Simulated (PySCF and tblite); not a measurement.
Values are calculated unless marked as measured or tabulated.
System: 3,3,3-trifluoropropionic acid, C₃H₃F₃O₂, numbered as in [O:1]=[C:2]([OH:3])[CH2:4][C:5]([F:6])([F:7])[F:8].

For the rotation about the C2–O3 bond (torsion O1–C2–O3–H from 0° to 180°, rising): electronic barrier 13.47 kcal/mol, zero-point change -1.13 kcal/mol, thermal and entropy terms at 350 K a further 0.28 kcal/mol (symmetry numbers apart). The minimum is Cs, the saddle C1. Geometries: PBE0-D3(BJ)/def2-SVP; energies: B3LYP/pcSseg-1 + D3(BJ); zero-point and thermal terms from GFN2-xTB harmonic modes (soft modes blended into free rotors). Rates follow Eyring's equation with the number of equivalent paths and no tunnelling. (PySCF 2.14 with density fitting, tblite 0.8.)

(1) How many equivalent paths lead out of the minimum?

(2) Work out the rate at 350 K.

Answers

(1) 2: the symmetry number of the minimum is 1, that of the saddle displaced along its mode 1, and the displaced saddle is chiral while the minimum is not, which doubles the count.

(2) ΔG‡ = 12.62 kcal/mol; k_B T/h = 7.3×10¹² s⁻¹; exp(−ΔG‡/RT) = 1.3×10⁻⁸; times 2 gives k = 1.9×10⁵ s⁻¹. Wigner's tunnelling factor for the 580i cm⁻¹ mode would be 1.24.
